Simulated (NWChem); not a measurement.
Atomisation of C$_{2}$H$_{3}$O$_{2}$

```
C
O 1 1.2280
O 1 1.3663 2 122.49
H 3 0.9815 1 105.02 2 0.00
C 1 1.4534 2 124.85 3 180.00
H 5 1.0979 1 117.98 2 0.00
H 5 1.0992 6 120.74 1 180.00
```
Charge 0, spin multiplicity 2.

All runs are NWChem calculations. All single points use one geometry, from UPBE/def2-SVP, a minimum by its harmonic frequencies. It is one conformer; others weren't searched.

Basis set: def2-TZVP. The atomisation energy is electronic alone: no zero-point, thermal, spin-orbit or counterpoise terms. No value is extrapolated to the basis-set limit. Free atoms are single determinants with multiplicities C 3, O 3, H 2. Correlated methods freeze the same cores in atoms and molecule, 4 orbitals in all.

```json
[
 {"method": "BHandHLYP", "atomisation energy (kcal/mol)": "659.1", "relative cost": "under 3"},
 {"method": "LDA (SVWN5)", "atomisation energy (kcal/mol)": "824.2", "relative cost": "1"},
 {"method": "TPSS", "atomisation energy (kcal/mol)": "698.0", "relative cost": "under 3"},
 {"method": "HF", "atomisation energy (kcal/mol)": "479.5", "relative cost": "under 3"},
 {"method": "MP2", "atomisation energy (kcal/mol)": "689.3", "relative cost": "4"},
 {"method": "B3LYP", "atomisation energy (kcal/mol)": "693.2", "relative cost": "under 3"},
 {"method": "PBE0", "atomisation energy (kcal/mol)": "700.0", "relative cost": "under 3"},
 {"method": "LC-wPBE (omega 0.3 per bohr)", "atomisation energy (kcal/mol)": "711.9", "relative cost": "20"},
 {"method": "PBE", "atomisation energy (kcal/mol)": "725.7", "relative cost": "under 3"}
]
```

The values span 344.7 kcal/mol, from HF (lowest) to LDA (SVWN5) (highest). Costs are rough ratios of processor time within this set of runs, SCF included, with LDA (SVWN5) as 1. Costs are the molecule's.

B3LYP has NWChem's definition, with VWN1-RPA local correlation. GW and range-separated runs recompute their integrals, the others keep them in memory, which bears on the times. The structure started from a generated list of species. The unpaired electrons of the parent sit in orbitals of symmetry a" (Cs labels of the run); other states weren't searched. The stability of the SCF solutions was not checked. Open-shell Hartree-Fock references start from PBE0 orbitals; any time given for them includes that run.
